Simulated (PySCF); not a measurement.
Molecule: Sn(H)2(Et)(OEt), SMILES CC[O][SnH2][CH2]C, singlet. Atoms near the plane z = 0.8 Å, at the GFN2-xTB optimised geometry (x, y, z in Å): Sn1 (0.6, 0.3, 0.0), O4 (0.0, -0.4, 1.7), H7 (0.1, 2.0, 0.0), H8 (2.3, 0.3, 0.0), H11 (-2.3, -1.1, -0.3).

Method: B3LYP/def2-SVP, def2 effective core potentials past Kr in PySCF. The core electrons that the potentials of Sn replace are not part of the density. The values are rescaled to run from 0 to 1.

```
|333333333333333333333333333|
|333333333322222223333333333|
|333333333222222222233333333|
|333333332222222222223333333|
|333333322222222222222333333|
|333333322222211222222233333|
|333333222222111122222222333|
|333333222222111112222222233|
|333333222222211122222222223|
|333332222222333322222222222|
|333332222233455432211122222|
|333322222334677553211122222|
|333222222235798664211112222|
|332222222224799875311122222|
|322222222212479875321222222|
|322222222100136664322222222|
|322222222100013443322222223|
|322222222110002233222222223|
|322222222211112222222222233|
|332222222222222222222223333|
|332222222222222222222333333|
|333222222222222222233333333|
|333332222222222223333333333|
|333333333333333333333333333|
|333333333333333333333333333|
|333333333333333333333333333|
|333333333333333333333333333|
```
Scale: ten equal steps from 0.000 (start of '0') to 1.00 (end of '9'), in the order '0123456789'; x runs from -4.50 to 4.50, y from -4.50 (bottom) to 4.50 (top).

### Question
Which quantity is mapped?
A. log10 of the electron density
B. electrostatic potential
C. deformation density (molecule minus spherical neutral atoms)
D. an orbital amplitude

### Answer
D, an orbital amplitude. In full: HOMO−1 amplitude (bohr^(-3/2)).
